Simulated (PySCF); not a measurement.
# Assigning NMR signals

Atoms are numbered as in `[BH3-:1][N+:2]#[C:3][CH3:4]`. Hydrogens are named by the atom that carries them.

- coordinates at the PBE0-D3(BJ)/def2-SVP level
- shieldings: GIAO KT3/pcSseg-2
- couplings computed with B3LYP/pcJ-1 (spin–dipole term only in couplings to heteroatoms)
- code: PySCF
- relativity neglected, fast rotation and ring inversion assumed for equivalent nuclei, gas phase, single conformer

Shifts are taken against calculated references (same method and geometry level): ¹³C (σ = 181.31 ppm) and ¹H (σ = 31.35 ppm) vs TMS.

(1) Assign these signals to the numbered atoms. ¹³C{¹H} NMR (computed): δ 103.5, 2.8.

(2) Assign these signals to the numbered atoms. ¹H NMR (400 MHz, computed): δ 2.17 (m, 3H), 2.14 (br, 3H).

Answers

(1) 
103.5 → C3, nitrilium-type carbon
2.8 → C4, methyl carbon α to a nitrile: aliphatic region, no heteroatom directly attached

(2) 
| δ (ppm) | atoms | environment | reason |
| --- | --- | --- | --- |
| 2.17 | H(C4) | hydrogen on a methyl carbon α to a nitrile | – |
| 2.14 | H(B1) | hydrogen on a boron bonded to N | – |

H(C4) and H(B1) lie closer than the usual error of such a calculation, so a measured spectrum could show them in the other order.

Hydrogens on boron are broadened and split by ¹¹B (spin 3/2, 80 %) and 10B (spin 3). Multiplet labels drop couplings under 1 Hz and merge nearly equal ones. Shifts are as computed, not scaled to solution data. Of 1211 compounds with measured shifts, 218 miss one by over three times the rms of a fit or turn the order of signals round; such compounds aren't used in these exercises.
